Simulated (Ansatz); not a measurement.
Wavefunction ladder for `C[As](C)[SiH3]`

Z-matrix (Å, degrees):
```
C
As 1 1.975
H 1 1.090 2 109.3
H 1 1.091 2 112.0 3 121.5
H 1 1.091 2 108.3 3 -117.9
C 2 1.975 1 97.5 3 -169.0
Si 2 2.359 1 95.8 3 -72.4
H 6 1.091 2 108.3 1 -73.0
H 6 1.091 2 112.0 1 47.6
H 6 1.090 2 109.3 1 169.1
H 7 1.492 2 111.2 1 -49.3
H 7 1.488 2 109.9 1 71.0
H 7 1.488 2 109.9 1 -169.5
```

The species carries charge 0 and has multiplicity 1. Correlated methods include outer-core shells of As, which these sets cover unevenly. Scalar relativity is left out up to krypton. The structure was optimised at the PBE0-D4/def2-TZVP level. Frozen core, restricted reference, Ansatz.

```tsv
basis	HF (Eh)	MP2 corr.	CCSD corr.	(T)	CCSD(T) total
def2-SVP	-2603.67991	-0.63542	-0.69231	-0.02027	-2604.39249
def2-TZVPP	-2604.15179	-0.76589	-0.81764	-0.03144	-2605.00087
def2-QZVPP	-2604.20974	-1.07981	–	–	–
```
